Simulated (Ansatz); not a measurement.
A nudged elastic band was laid between two geometries of CH₅AlSSi (9 atoms, charge 0, multiplicity 1).

All numbers below come from Ansatz, RKS PBE-D4/def2-mTZVP.

| Item | Value |
| --- | --- |
| movable images | 7 |
| climbing image | yes |
| spring | 5.0 eV/Å² |
| optimiser | quadratic models (default) |
| start path | through a guess of the saddle point |
| force threshold | 0.05 eV/Å |
| iteration limit | 60 |
| end points | relaxed |

Image 0:

```xyz
9
Properties=species:S:1:pos:R:3
C -0.432 0.779 -1.410
Al -0.652 -0.668 -0.110
Si 0.891 -0.634 1.827
S 2.214 0.837 2.058
H 0.582 0.771 -1.841
H -0.539 1.763 -0.924
H -1.153 0.728 -2.239
H -1.745 -1.837 -0.218
H 0.834 -1.739 2.857
```

Image 8:

```xyz
9
Properties=species:S:1:pos:R:3
C -0.493 0.776 -1.490
Al -0.572 -0.588 -0.078
Si 1.014 -0.465 1.824
S 1.074 -1.822 3.279
H 0.494 0.789 -1.982
H -0.636 1.789 -1.079
H -1.252 0.624 -2.272
H -1.605 -1.807 -0.065
H 1.976 0.703 1.864
```

Question: Which bonds break or form, and what moves?

Answer: No bond is made or broken. The dihedral C1–Al2–Si3–S4 goes from 2 to -178°.

Question: What energy profile does the band end with?

Answer: It converged. The highest image is number 8 of 0 to 8, 0.025 eV above the first end and 0.000 eV above the last; the last end lies 0.025 eV above the first. The highest image is an end point: on this band no image between the ends rises above it. Inner images lie up to 0.015 eV below the lower end, so the ends aren't the lowest states on this path.

```json
{"image": "0", "path coordinate (Å)": "0.00", "energy (eV)": "0.000", "dihedral C1–Al2–Si3–S4 (°)": "2"}
{"image": "1", "path coordinate (Å)": "0.76", "energy (eV)": "-0.003", "dihedral C1–Al2–Si3–S4 (°)": "25"}
{"image": "2", "path coordinate (Å)": "1.52", "energy (eV)": "-0.009", "dihedral C1–Al2–Si3–S4 (°)": "49"}
{"image": "3", "path coordinate (Å)": "2.28", "energy (eV)": "-0.015", "dihedral C1–Al2–Si3–S4 (°)": "71"}
{"image": "4", "path coordinate (Å)": "3.03", "energy (eV)": "-0.012", "dihedral C1–Al2–Si3–S4 (°)": "94"}
{"image": "5", "path coordinate (Å)": "3.79", "energy (eV)": "0.004", "dihedral C1–Al2–Si3–S4 (°)": "117"}
{"image": "6", "path coordinate (Å)": "4.55", "energy (eV)": "0.018", "dihedral C1–Al2–Si3–S4 (°)": "141"}
{"image": "7", "path coordinate (Å)": "5.31", "energy (eV)": "0.024", "dihedral C1–Al2–Si3–S4 (°)": "165"}
{"image": "8", "path coordinate (Å)": "5.88", "energy (eV)": "0.025", "dihedral C1–Al2–Si3–S4 (°)": "-178"}
```

Time of the run: 78 s on 2 threads of Intel(R) Xeon(R) 6975P-C (Granite Rapids) (shared host), peak memory 0.15 GiB.
